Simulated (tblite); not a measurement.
Record of a relaxation.

C4H5N3.
SMILES with atom numbers: `[CH2:1]=[CH:2][n:3]1[n:4][cH:5][cH:6][n:7]1` (hydrogens: H8, H9 on C1; H10 on C2; H11 on C5; H12 on C6)

Computed with GFN2-xTB (tblite), gas phase: L-BFGS steps from a force-field or distance-geometry start until the largest atomic force falls under 0.01 eV/Å. 14 of its 31 geometries are shown.

Step 0: E = -539.1707 eV, largest atomic force 2.103 eV/Å
```
atom  x, y, z in Å  |  force x, y, z in eV/Å
C1     -2.389   -0.163    0.183   -1.540  -0.727   0.238
C2     -1.388    0.638   -0.069    1.977  -0.648   0.305
N3     -0.018    0.219    0.079    1.688   0.508  -0.274
N4      0.991    1.038   -0.181    1.204   1.218  -0.252
C5      2.162    0.382    0.043   -1.618   0.521  -0.314
C6      1.808   -0.906    0.434   -0.970   0.162   0.015
N7      0.463   -0.950    0.442   -0.433  -1.884   0.609
H8     -2.284   -1.196    0.515    0.025   0.482  -0.175
H9     -3.411    0.235    0.056    0.712  -0.475   0.143
H10    -1.585    1.646   -0.373    0.681   0.262  -0.118
H11     3.165    0.780   -0.086   -0.801   0.144  -0.026
H12     2.487   -1.725    0.697   -0.924   0.439  -0.150
```

Step 2: E = -539.4591 eV, largest atomic force 1.104 eV/Å
```
atom  x, y, z in Å  |  force x, y, z in eV/Å
C1     -2.399   -0.166    0.185    0.348  -0.275   0.100
C2     -1.350    0.607   -0.056    0.662   0.424  -0.076
N3      0.024    0.228    0.072   -0.358  -0.166   0.022
N4      1.018    1.073   -0.188   -0.315   0.007   0.025
C5      2.129    0.397    0.033    0.095  -0.234   0.028
C6      1.776   -0.906    0.436   -0.184   0.111  -0.018
N7      0.453   -0.990    0.455   -0.118   0.627  -0.192
H8     -2.284   -1.187    0.511   -0.041   0.026  -0.027
H9     -3.396    0.223    0.060    0.136  -0.094   0.027
H10    -1.559    1.647   -0.375    0.832  -0.701   0.190
H11     3.133    0.783   -0.087   -0.534   0.094  -0.020
H12     2.456   -1.709    0.692   -0.522   0.181  -0.060
```

Step 5: E = -539.5821 eV, largest atomic force 0.513 eV/Å
```
atom  x, y, z in Å  |  force x, y, z in eV/Å
C1     -2.363   -0.170    0.188   -0.042  -0.149   0.055
C2     -1.307    0.596   -0.047   -0.342  -0.039  -0.012
N3      0.025    0.230    0.069   -0.140   0.036   0.042
N4      1.004    1.083   -0.189   -0.090  -0.098  -0.016
C5      2.108    0.393    0.030   -0.200   0.154  -0.006
C6      1.745   -0.893    0.434    0.063  -0.013  -0.027
N7      0.429   -0.967    0.448   -0.115  -0.071   0.018
H8     -2.284   -1.189    0.510    0.146  -0.172   0.047
H9     -3.368    0.208    0.064    0.242   0.033  -0.005
H10    -1.469    1.606   -0.365    0.341   0.366  -0.113
H11     3.082    0.798   -0.090    0.208   0.218  -0.069
H12     2.398   -1.696    0.687   -0.070  -0.265   0.086
```

Step 7: E = -539.6102 eV, largest atomic force 0.236 eV/Å
```
atom  x, y, z in Å  |  force x, y, z in eV/Å
C1     -2.355   -0.183    0.193   -0.020  -0.052   0.014
C2     -1.315    0.596   -0.047    0.016   0.107  -0.047
N3      0.014    0.231    0.071    0.032  -0.120   0.039
N4      0.987    1.081   -0.190    0.144   0.087  -0.022
C5      2.099    0.400    0.029   -0.097   0.081  -0.024
C6      1.737   -0.891    0.431    0.034  -0.065   0.018
N7      0.418   -0.962    0.447    0.077  -0.210   0.074
H8     -2.273   -1.202    0.513    0.166  -0.103   0.033
H9     -3.345    0.206    0.065   -0.157   0.043  -0.010
H10    -1.419    1.616   -0.369    0.016   0.197  -0.059
H11     3.077    0.817   -0.096   -0.079   0.081  -0.028
H12     2.376   -1.710    0.692   -0.131  -0.046   0.012
```

Step 9: E = -539.6166 eV, largest atomic force 0.149 eV/Å
```
atom  x, y, z in Å  |  force x, y, z in eV/Å
C1     -2.354   -0.186    0.194    0.009   0.066  -0.026
C2     -1.317    0.600   -0.049    0.041   0.028  -0.012
N3      0.012    0.228    0.073    0.021  -0.031  -0.002
N4      0.985    1.083   -0.191   -0.018  -0.065   0.036
C5      2.095    0.404    0.028    0.021  -0.046   0.005
C6      1.736   -0.892    0.431    0.046  -0.009   0.011
N7      0.419   -0.968    0.449    0.019   0.022  -0.001
H8     -2.262   -1.210    0.515    0.127   0.076  -0.021
H9     -3.345    0.206    0.065   -0.081  -0.051   0.018
H10    -1.405    1.627   -0.372   -0.042  -0.013   0.005
H11     3.071    0.825   -0.099   -0.087   0.047  -0.017
H12     2.365   -1.717    0.694   -0.055  -0.025   0.004
```

Step 12: E = -539.6217 eV, largest atomic force 0.116 eV/Å
```
atom  x, y, z in Å  |  force x, y, z in eV/Å
C1     -2.353   -0.180    0.191    0.005   0.016  -0.006
C2     -1.314    0.606   -0.052   -0.050  -0.010   0.007
N3      0.011    0.222    0.074   -0.033   0.045  -0.004
N4      0.982    1.076   -0.188   -0.012  -0.002  -0.011
C5      2.094    0.400    0.029   -0.010  -0.015   0.014
C6      1.739   -0.894    0.433   -0.068  -0.021   0.006
N7      0.422   -0.973    0.451   -0.067   0.026  -0.015
H8     -2.234   -1.202    0.513    0.039   0.104  -0.033
H9     -3.354    0.198    0.068    0.074  -0.077   0.024
H10    -1.401    1.634   -0.374   -0.001  -0.045   0.012
H11     3.058    0.840   -0.104    0.062   0.029  -0.010
H12     2.351   -1.728    0.697    0.063  -0.049   0.016
```

Step 14: E = -539.6231 eV, largest atomic force 0.055 eV/Å
```
atom  x, y, z in Å  |  force x, y, z in eV/Å
C1     -2.352   -0.177    0.190    0.016  -0.014   0.006
C2     -1.315    0.608   -0.052   -0.007   0.023  -0.003
N3      0.010    0.222    0.075    0.002   0.022   0.000
N4      0.981    1.075   -0.187    0.026   0.022  -0.016
C5      2.093    0.399    0.029   -0.019  -0.011   0.011
C6      1.737   -0.897    0.434   -0.055  -0.004  -0.002
N7      0.419   -0.973    0.451   -0.026  -0.002  -0.004
H8     -2.223   -1.195    0.510    0.025  -0.021   0.005
H9     -3.354    0.191    0.071    0.003  -0.027   0.007
H10    -1.399    1.634   -0.374   -0.006   0.029  -0.011
H11     3.055    0.846   -0.106    0.021  -0.024   0.007
H12     2.348   -1.734    0.698    0.020   0.008  -0.001
```

Step 16: E = -539.6236 eV, largest atomic force 0.063 eV/Å
```
atom  x, y, z in Å  |  force x, y, z in eV/Å
C1     -2.351   -0.177    0.190    0.018  -0.010   0.005
C2     -1.316    0.610   -0.053    0.013   0.028  -0.007
N3      0.009    0.224    0.074    0.011   0.007  -0.009
N4      0.982    1.075   -0.188    0.008  -0.006   0.008
C5      2.093    0.398    0.030    0.003  -0.022   0.002
C6      1.734   -0.898    0.434    0.005   0.018  -0.005
N7      0.415   -0.972    0.451    0.009   0.022  -0.004
H8     -2.219   -1.194    0.510    0.030  -0.043   0.013
H9     -3.353    0.187    0.072   -0.024  -0.012   0.002
H10    -1.400    1.636   -0.375   -0.015   0.036  -0.012
H11     3.057    0.845   -0.105   -0.026  -0.055   0.017
H12     2.350   -1.734    0.699   -0.033   0.034  -0.011
```

Step 18: E = -539.6246 eV, largest atomic force 0.075 eV/Å
```
atom  x, y, z in Å  |  force x, y, z in eV/Å
C1     -2.346   -0.178    0.191    0.007  -0.002   0.001
C2     -1.317    0.617   -0.054    0.001   0.004  -0.007
N3      0.008    0.230    0.073    0.004  -0.005  -0.018
N4      0.985    1.076   -0.189   -0.024  -0.014   0.028
C5      2.092    0.394    0.032    0.010  -0.006  -0.019
C6      1.726   -0.901    0.435    0.049   0.047  -0.009
N7      0.408   -0.969    0.449    0.042   0.042  -0.002
H8     -2.204   -1.195    0.510    0.026  -0.003   0.002
H9     -3.354    0.176    0.075    0.004  -0.010   0.003
H10    -1.402    1.643   -0.378   -0.024   0.001   0.003
H11     3.056    0.839   -0.104   -0.020  -0.066   0.023
H12     2.348   -1.733    0.698   -0.074   0.013  -0.005
```

Step 21: E = -539.6260 eV, largest atomic force 0.072 eV/Å
```
atom  x, y, z in Å  |  force x, y, z in eV/Å
C1     -2.339   -0.179    0.191   -0.003  -0.005  -0.002
C2     -1.318    0.626   -0.057   -0.007  -0.026  -0.001
N3      0.006    0.237    0.070   -0.005   0.008   0.006
N4      0.987    1.079   -0.189   -0.003   0.041  -0.017
C5      2.090    0.390    0.032   -0.009   0.050  -0.013
C6      1.720   -0.900    0.435   -0.017   0.003  -0.003
N7      0.401   -0.963    0.448   -0.009  -0.010   0.002
H8     -2.179   -1.194    0.510    0.009   0.022  -0.005
H9     -3.353    0.159    0.080    0.021  -0.002   0.003
H10    -1.407    1.653   -0.381   -0.020  -0.033   0.014
H11     3.056    0.825   -0.100    0.072   0.003   0.000
H12     2.337   -1.732    0.698   -0.030  -0.052   0.017
```

Step 23: E = -539.6267 eV, largest atomic force 0.048 eV/Å
```
atom  x, y, z in Å  |  force x, y, z in eV/Å
C1     -2.336   -0.180    0.192   -0.002  -0.011  -0.001
C2     -1.319    0.629   -0.058    0.004  -0.011   0.003
N3      0.005    0.241    0.068    0.009   0.021   0.013
N4      0.987    1.083   -0.189    0.031   0.017  -0.026
C5      2.089    0.391    0.031    0.012   0.012   0.014
C6      1.717   -0.898    0.434   -0.027  -0.016  -0.001
N7      0.398   -0.959    0.447   -0.020  -0.004  -0.007
H8     -2.165   -1.193    0.510    0.000  -0.016   0.006
H9     -3.351    0.150    0.083   -0.010   0.010  -0.002
H10    -1.413    1.655   -0.381   -0.015  -0.012   0.004
H11     3.061    0.816   -0.097    0.033   0.033  -0.012
H12     2.327   -1.735    0.699   -0.015  -0.025   0.008
```

Step 25: E = -539.6270 eV, largest atomic force 0.035 eV/Å
```
atom  x, y, z in Å  |  force x, y, z in eV/Å
C1     -2.334   -0.182    0.192    0.001  -0.009   0.001
C2     -1.319    0.629   -0.059    0.001   0.004   0.004
N3      0.006    0.244    0.068    0.010   0.015  -0.005
N4      0.988    1.085   -0.190    0.024  -0.013   0.001
C5      2.090    0.392    0.031    0.022  -0.024   0.012
C6      1.715   -0.898    0.434    0.007  -0.001   0.000
N7      0.396   -0.957    0.446    0.004   0.022  -0.008
H8     -2.161   -1.194    0.510   -0.008  -0.019   0.006
H9     -3.350    0.147    0.084   -0.004   0.005  -0.002
H10    -1.416    1.655   -0.381   -0.013   0.002  -0.002
H11     3.065    0.814   -0.096   -0.020   0.018  -0.006
H12     2.323   -1.738    0.700   -0.023   0.001  -0.001
```

Step 28: E = -539.6273 eV, largest atomic force 0.020 eV/Å
```
atom  x, y, z in Å  |  force x, y, z in eV/Å
C1     -2.333   -0.184    0.192    0.011   0.002   0.003
C2     -1.319    0.630   -0.059    0.001   0.007  -0.001
N3      0.007    0.249    0.067    0.000  -0.003  -0.011
N4      0.993    1.086   -0.191   -0.004   0.002   0.011
C5      2.092    0.391    0.032   -0.004  -0.003  -0.009
C6      1.713   -0.898    0.434    0.007   0.000   0.005
N7      0.395   -0.953    0.445    0.005   0.002   0.003
H8     -2.157   -1.196    0.511   -0.013   0.003  -0.002
H9     -3.350    0.145    0.085    0.018  -0.008   0.001
H10    -1.420    1.655   -0.381   -0.010   0.007  -0.003
H11     3.066    0.815   -0.096   -0.010   0.001   0.000
H12     2.316   -1.741    0.701    0.000  -0.010   0.002
```

Step 30: E = -539.6274 eV, largest atomic force 0.009 eV/Å
```
atom  x, y, z in Å  |  force x, y, z in eV/Å
C1     -2.332   -0.184    0.192    0.007   0.002   0.002
C2     -1.319    0.631   -0.059    0.004   0.002  -0.002
N3      0.007    0.249    0.067    0.000  -0.002   0.002
N4      0.993    1.086   -0.191   -0.003   0.005  -0.002
C5      2.092    0.391    0.032   -0.006   0.006  -0.002
C6      1.713   -0.898    0.434   -0.005  -0.004   0.001
N7      0.395   -0.952    0.445   -0.004  -0.008   0.002
H8     -2.157   -1.196    0.511   -0.004   0.000  -0.001
H9     -3.349    0.144    0.085    0.006  -0.002   0.000
H10    -1.422    1.656   -0.381   -0.005   0.003  -0.001
H11     3.066    0.815   -0.096    0.005   0.003  -0.001
H12     2.314   -1.742    0.701    0.004  -0.007   0.002
```

Q: Summarise the path.

A: The energy falls by 0.4567 eV from step 0 to step 30; nine tenths of that is first reached at step 5. It falls at every step. The largest force goes from 2.103 to 0.009 eV/Å. Among the bonds C2–N3 changes most, from 1.440 to 1.386 Å; the atoms move by 0.104 Å rms after alignment.

Q: Follow the three bonds and two angles with the largest change from start to end.

A: 
```json
{"step": "0", "E above end (eV)": "0.4567", "largest force (eV/Å)": "2.103", "C2–N3 (Å)": "1.440", "N4–C5 (Å)": "1.360", "C1–H9 (Å)": "1.104", "N3–C2–H10 (°)": "118.6", "N4–N3–N7 (°)": "108.9"}
{"step": "1", "E above end (eV)": "0.2508", "largest force (eV/Å)": "1.354", "C2–N3 (Å)": "1.430", "N4–C5 (Å)": "1.331", "C1–H9 (Å)": "1.076", "N3–C2–H10 (°)": "118.7", "N4–N3–N7 (°)": "111.2"}
{"step": "3", "E above end (eV)": "0.1180", "largest force (eV/Å)": "0.870", "C2–N3 (Å)": "1.417", "N4–C5 (Å)": "1.319", "C1–H9 (Å)": "1.081", "N3–C2–H10 (°)": "117.0", "N4–N3–N7 (°)": "113.8"}
{"step": "4", "E above end (eV)": "0.0634", "largest force (eV/Å)": "0.576", "C2–N3 (Å)": "1.392", "N4–C5 (Å)": "1.314", "C1–H9 (Å)": "1.085", "N3–C2–H10 (°)": "115.8", "N4–N3–N7 (°)": "114.4"}
{"step": "5", "E above end (eV)": "0.0452", "largest force (eV/Å)": "0.513", "C2–N3 (Å)": "1.386", "N4–C5 (Å)": "1.320", "C1–H9 (Å)": "1.081", "N3–C2–H10 (°)": "114.7", "N4–N3–N7 (°)": "114.5"}
{"step": "7", "E above end (eV)": "0.0172", "largest force (eV/Å)": "0.236", "C2–N3 (Å)": "1.382", "N4–C5 (Å)": "1.322", "C1–H9 (Å)": "1.070", "N3–C2–H10 (°)": "111.7", "N4–N3–N7 (°)": "114.5"}
{"step": "8", "E above end (eV)": "0.0127", "largest force (eV/Å)": "0.149", "C2–N3 (Å)": "1.384", "N4–C5 (Å)": "1.320", "C1–H9 (Å)": "1.072", "N3–C2–H10 (°)": "111.1", "N4–N3–N7 (°)": "114.6"}
{"step": "9", "E above end (eV)": "0.0108", "largest force (eV/Å)": "0.149", "C2–N3 (Å)": "1.385", "N4–C5 (Å)": "1.319", "C1–H9 (Å)": "1.074", "N3–C2–H10 (°)": "111.1", "N4–N3–N7 (°)": "114.6"}
{"step": "10", "E above end (eV)": "0.0091", "largest force (eV/Å)": "0.169", "C2–N3 (Å)": "1.386", "N4–C5 (Å)": "1.319", "C1–H9 (Å)": "1.076", "N3–C2–H10 (°)": "111.2", "N4–N3–N7 (°)": "114.6"}
{"step": "12", "E above end (eV)": "0.0057", "largest force (eV/Å)": "0.116", "C2–N3 (Å)": "1.386", "N4–C5 (Å)": "1.319", "C1–H9 (Å)": "1.077", "N3–C2–H10 (°)": "111.5", "N4–N3–N7 (°)": "114.5"}
{"step": "13", "E above end (eV)": "0.0047", "largest force (eV/Å)": "0.079", "C2–N3 (Å)": "1.386", "N4–C5 (Å)": "1.319", "C1–H9 (Å)": "1.076", "N3–C2–H10 (°)": "111.6", "N4–N3–N7 (°)": "114.4"}
{"step": "14", "E above end (eV)": "0.0043", "largest force (eV/Å)": "0.055", "C2–N3 (Å)": "1.385", "N4–C5 (Å)": "1.319", "C1–H9 (Å)": "1.074", "N3–C2–H10 (°)": "111.5", "N4–N3–N7 (°)": "114.4"}
{"step": "16", "E above end (eV)": "0.0038", "largest force (eV/Å)": "0.063", "C2–N3 (Å)": "1.385", "N4–C5 (Å)": "1.319", "C1–H9 (Å)": "1.074", "N3–C2–H10 (°)": "111.5", "N4–N3–N7 (°)": "114.5"}
{"step": "17", "E above end (eV)": "0.0033", "largest force (eV/Å)": "0.080", "C2–N3 (Å)": "1.385", "N4–C5 (Å)": "1.319", "C1–H9 (Å)": "1.074", "N3–C2–H10 (°)": "111.5", "N4–N3–N7 (°)": "114.5"}
{"step": "18", "E above end (eV)": "0.0027", "largest force (eV/Å)": "0.075", "C2–N3 (Å)": "1.385", "N4–C5 (Å)": "1.319", "C1–H9 (Å)": "1.074", "N3–C2–H10 (°)": "111.6", "N4–N3–N7 (°)": "114.5"}
{"step": "20", "E above end (eV)": "0.0018", "largest force (eV/Å)": "0.066", "C2–N3 (Å)": "1.386", "N4–C5 (Å)": "1.319", "C1–H9 (Å)": "1.075", "N3–C2–H10 (°)": "111.8", "N4–N3–N7 (°)": "114.5"}
{"step": "21", "E above end (eV)": "0.0014", "largest force (eV/Å)": "0.072", "C2–N3 (Å)": "1.386", "N4–C5 (Å)": "1.319", "C1–H9 (Å)": "1.074", "N3–C2–H10 (°)": "111.9", "N4–N3–N7 (°)": "114.5"}
{"step": "22", "E above end (eV)": "0.0009", "largest force (eV/Å)": "0.071", "C2–N3 (Å)": "1.386", "N4–C5 (Å)": "1.319", "C1–H9 (Å)": "1.074", "N3–C2–H10 (°)": "112.0", "N4–N3–N7 (°)": "114.5"}
{"step": "23", "E above end (eV)": "0.0006", "largest force (eV/Å)": "0.048", "C2–N3 (Å)": "1.386", "N4–C5 (Å)": "1.319", "C1–H9 (Å)": "1.073", "N3–C2–H10 (°)": "112.1", "N4–N3–N7 (°)": "114.5"}
{"step": "25", "E above end (eV)": "0.0003", "largest force (eV/Å)": "0.035", "C2–N3 (Å)": "1.385", "N4–C5 (Å)": "1.320", "C1–H9 (Å)": "1.074", "N3–C2–H10 (°)": "112.1", "N4–N3–N7 (°)": "114.6"}
{"step": "26", "E above end (eV)": "0.0002", "largest force (eV/Å)": "0.031", "C2–N3 (Å)": "1.386", "N4–C5 (Å)": "1.320", "C1–H9 (Å)": "1.074", "N3–C2–H10 (°)": "112.1", "N4–N3–N7 (°)": "114.6"}
{"step": "27", "E above end (eV)": "0.0001", "largest force (eV/Å)": "0.024", "C2–N3 (Å)": "1.386", "N4–C5 (Å)": "1.320", "C1–H9 (Å)": "1.074", "N3–C2–H10 (°)": "112.2", "N4–N3–N7 (°)": "114.6"}
{"step": "29", "E above end (eV)": "0.0000", "largest force (eV/Å)": "0.014", "C2–N3 (Å)": "1.386", "N4–C5 (Å)": "1.320", "C1–H9 (Å)": "1.074", "N3–C2–H10 (°)": "112.2", "N4–N3–N7 (°)": "114.5"}
{"step": "30", "E above end (eV)": "0.0000", "largest force (eV/Å)": "0.009", "C2–N3 (Å)": "1.386", "N4–C5 (Å)": "1.320", "C1–H9 (Å)": "1.074", "N3–C2–H10 (°)": "112.3", "N4–N3–N7 (°)": "114.5"}
```
